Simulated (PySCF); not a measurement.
**Electron correlation in Co (cobalt, neutral)**

[Ar] 3d7 4s2, high-spin 4F determinant. All numbers are calculated (PySCF 2.14, the non-relativistic Hamiltonian (point nucleus), in def2-TZVPPD (6s6p4d2f1g, 67 functions)). Frozen: [Ne]; 17 electrons correlated.

| level | correlation energy (mhartree) |
| --- | --- |
| CCSD | -563.05 |
| (T) | -14.30 |
| CCSD(T) | -577.35 |

Diagnostics: T1 = 0.017, D1 = 0.0635, largest double amplitude 0.071.

Q: Is a single reference adequate?

A: Mostly. T1 lies below 0.03, but a double amplitude of this size points to a near-degeneracy that CCSD handles and MP2 describes poorly.

This basis was not built for core-valence correlation, so the inner-shell part is incomplete.
